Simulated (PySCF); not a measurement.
Al(OH)(OMe)2, C₂H₇AlO₃, SMILES [Al]([OH])([O]C)[O]C, PBE0/def2-SVP optimised geometry.

```
13

Al    -0.23     0.12     0.00
O     -1.08     1.59     0.00
H     -0.66     2.45     0.00
O     -1.07    -1.34     0.00
C     -2.37    -1.81    -0.01
H     -3.12    -1.00    -0.02
H     -2.56    -2.45    -0.89
H     -2.57    -2.43     0.88
O      1.45     0.12     0.00
C      2.47    -0.82     0.01
H      2.10    -1.86     0.00
H      3.12    -0.70    -0.88
H      3.11    -0.70     0.90
```

Density from PBE0/def2-TZVP run with PySCF 2.14.0 at that geometry.

Minimum of the electron density along straight lines between bonded atoms, close to the bond critical point (lines longer than 1.1 times the sum of covalent radii, or with two minima, are not listed):

| bond | length / Å | ρ at the minimum / e bohr⁻³ | ∇²ρ there / e bohr⁻⁵ | position (fraction from the first atom) |
|---|---|---|---|---|
| Al1–O2 | 1.695 | 0.111 | 0.81 | 0.43 |
| O2–H3 | 0.958 | … | -2.45 | 0.81 |
| Al1–O4 | 1.685 | 0.110 | 0.83 | 0.43 |
| O4–C5 | 1.387 | 0.268 | -0.48 | 0.66 |
| C5–H6 | 1.106 | 0.276 | -0.95 | 0.65 |
| C5–H7 | 1.105 | 0.276 | -0.95 | 0.64 |
| C5–H8 | 1.105 | 0.276 | -0.95 | 0.64 |
| Al1–O9 | 1.688 | 0.110 | 0.82 | 0.43 |
| O9–C10 | 1.389 | 0.267 | -0.48 | 0.66 |
| C10–H11 | 1.106 | 0.276 | -0.95 | 0.65 |
| C10–H12 | 1.105 | 0.276 | -0.95 | 0.64 |
| C10–H13 | 1.105 | 0.276 | -0.95 | 0.64 |

Fill in the missing entries.


- O2–H3, ρ at the minimum / e bohr⁻³: 0.358
